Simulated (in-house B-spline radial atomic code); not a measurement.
A radial electron density 4πr²n(r) was computed for an atom or ion in its tabulated ground configuration with an all-electron radial atomic-structure program (B-spline basis); method: non-relativistic LDA VWN5, spin-polarised, spherical fractional occupations. Columns: r (bohr), 4πr²n(r) (electrons per bohr), bar.

```
 0.00138    1.527 #
 0.00167    2.176 #
 0.00204    3.136 ##
 0.00247    4.416 ###
 0.00301    6.234 ####
 0.00366    8.671 #####
 0.00445     11.9 #######
 0.00541    16.08 #########
 0.00658    21.32 #############
   0.008     27.6 ################
 0.00973    34.75 ####################
  0.0118    42.18 #########################
  0.0144    49.45 #############################
  0.0175    55.12 ################################
  0.0213    58.29 ##################################
  0.0259    58.32 ##################################
  0.0315    55.66 #################################
  0.0383    52.23 ###############################
  0.0465    50.97 ##############################
  0.0566     54.4 ################################
  0.0688    62.48 #####################################
  0.0837    71.36 ##########################################
   0.102    74.87 ############################################
   0.124    69.44 #########################################
   0.151     58.6 ##################################
   0.183    51.54 ##############################
   0.223    53.57 ###############################
   0.271    59.55 ###################################
   0.329    57.98 ##################################
     0.4    44.39 ##########################
   0.487    27.05 ################
   0.592     17.5 ##########
    0.72    17.02 ##########
   0.875    18.28 ###########
    1.06    15.79 #########
    1.29    10.29 ######
    1.57    5.128 ###
    1.91     1.98 #
    2.33   0.5697 
    2.83    0.121 
    3.44  0.01681 
    4.19 0.001333
```

(1) Which atom or ion is it?
A. Sn5+
B. Ag4+
C. Ag5+
D. Cd4+

Answers

(1) B. The area under the curve, ∫4πr²n dr = ∫r·4πr²n d(ln r) on this logarithmic grid, is 43 electrons, which only this option has. The configuration is [Kr] 4d7.
